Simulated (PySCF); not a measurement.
`CC(C)[Si@@H](F)[C@H]1OC=C[SiH2]1`: 4 charge schemes on one density

C₆H₁₃FOSi₂.
Atom-mapped SMILES: `[CH3:1][CH:2]([CH3:3])[Si@@H:4]([F:5])[C@H:6]1[O:7][CH:8]=[CH:9][SiH2:10]1` (hydrogens: H11, H12, H13 on C1; H14 on C2; H15, H16, H17 on C3; H18 on Si4; H19 on C6; H20 on C8; H21 on C9; H22, H23 on Si10)

Cartesian coordinates in Å at the GFN2-xTB level; atoms count from 1:
```xyz
23
C6H13FOSi2 angstrom
C     -2.4375   -0.9481    0.4184
C     -1.9428    0.4940    0.5364
C     -2.0221    1.1822   -0.8268
Si    -0.1912    0.5835    1.2955
F      0.0510   -0.7709    2.1516
C      1.1955    0.6301    0.0003
O      2.3942    0.8700    0.7770
C      3.3573   -0.0326    0.5688
C      3.2125   -1.0396   -0.3007
Si     1.5167   -0.9512   -1.0584
H     -3.4644   -0.9683    0.0562
H     -1.8202   -1.5093   -0.2791
H     -2.4047   -1.4457    1.3840
H     -2.6288    1.0183    1.2098
H     -1.7066    2.2208   -0.7577
H     -1.3816    0.6750   -1.5467
H     -3.0434    1.1600   -1.2047
H     -0.0286    1.6368    2.2896
H      1.0800    1.5058   -0.6428
H      4.2315    0.1626    1.1766
H      3.9973   -1.7547   -0.4592
H      1.4152   -0.6287   -2.4887
H      0.6162   -2.0628   -0.7435
```

Density: PBE0/pcSseg-1 (PySCF); schemes: Mulliken, IAO, Hirshfeld and ESP-fitted. One conformer (not necessarily the lowest) at the GFN2-xTB geometry, without solvent, vibrations or thermal averaging.

**Question.** Do the Mulliken, IAO, Hirshfeld and ESP-fitted schemes agree on where the charge is highest?

**Answer.** The schemes don't all agree: Mulliken Si4 (+1.135); IAO Si4 (+1.204); Hirshfeld Si4 (+0.425); ESP-fitted Si10 (+0.745).

**Question.** For which atoms does the sign change between the 4 schemes (beyond +0.03 e in one, beyond −0.03 e in another)?

**Answer.** C2.

**Question.** Do the Mulliken, IAO, Hirshfeld and ESP-fitted schemes agree on where the charge is lowest?

**Answer.** The schemes don't all agree: Mulliken C2 (-0.653); IAO C9 (-0.549); Hirshfeld C9 (-0.203); ESP-fitted C9 (-0.734).

**Question.** Give the atomic charges in each scheme.

**Answer.** In e:

```csv
atom,environment,Mulliken,IAO,Hirshfeld,ESP-fitted
C1,methyl carbon,-0.237,-0.409,-0.120,-0.366
C2,sp3 carbon bound to silicon,-0.653,-0.393,-0.107,+0.128
C3,methyl carbon,-0.249,-0.409,-0.116,-0.482
Si4,fluorine-bound silicon,+1.135,+1.204,+0.425,+0.527
F5,silicon-bound fluorine,-0.433,-0.540,-0.200,-0.289
C6,sp3 carbon bound to oxygen,-0.514,-0.492,-0.133,-0.175
O7,cyclic ether oxygen,-0.444,-0.315,-0.101,-0.300
C8,vinylic carbon bearing oxygen,+0.204,+0.097,+0.043,+0.207
C9,alkene CH carbon,-0.516,-0.549,-0.203,-0.734
Si10,SiH2 silicon,+0.699,+0.730,+0.323,+0.745
H11,methyl hydrogen,+0.113,+0.137,+0.040,+0.107
H12,methyl hydrogen,+0.117,+0.134,+0.035,+0.086
H13,methyl hydrogen,+0.130,+0.149,+0.040,+0.093
H14,methine hydrogen,+0.149,+0.143,+0.039,+0.031
H15,methyl hydrogen,+0.118,+0.136,+0.040,+0.109
H16,methyl hydrogen,+0.118,+0.129,+0.037,+0.093
H17,methyl hydrogen,+0.121,+0.142,+0.043,+0.148
H18,Si–H hydrogen,-0.105,-0.141,-0.080,-0.115
H19,methine hydrogen,+0.173,+0.166,+0.041,+0.121
H20,vinylic hydrogen,+0.115,+0.167,+0.064,+0.139
H21,vinylic hydrogen,+0.118,+0.167,+0.043,+0.247
H22,Si–H hydrogen,-0.084,-0.128,-0.080,-0.174
H23,Si–H hydrogen,-0.074,-0.127,-0.073,-0.146
```

Mean size of the charges over all atoms: IAO 0.305 e, Mulliken 0.288 e, ESP-fitted 0.242 e, Hirshfeld 0.106 e. Each set sums to the total charge, 0, to within 0.001 e. The Hirshfeld scheme weights the molecular density at each point by an atom's share of the summed free-atom densities.

**Question.** How closely do the schemes follow one another over all atoms?

**Answer.** Correlation coefficient and root-mean-square difference: IAO with Hirshfeld 0.99, 0.260 e; Mulliken with IAO 0.97, 0.089 e; Mulliken with Hirshfeld 0.96, 0.255 e; Hirshfeld with ESP-fitted 0.88, 0.197 e; IAO with ESP-fitted 0.86, 0.206 e; Mulliken with ESP-fitted 0.79, 0.238 e.

**Question.** Sum the charges by element, for elements with more than one atom.

**Answer.** 
```tsv
element	atoms	Mulliken	IAO	Hirshfeld	ESP-fitted
C	6	-1.966	-2.155	-0.636	-1.421
Si	2	+1.834	+1.934	+0.748	+1.272
H	13	+1.009	+1.075	+0.189	+0.739
```

**Question.** How many electrons does the ESP-fitted scheme count on C9?

**Answer.** Z − q = 6 − (-0.734) = 6.734.

The run behind these numbers computed NMR shieldings as well. Time: 2.1 min; peak memory 1.1 GiB. Hardware: an Arm Neoverse N1 with one thread, on a shared host.
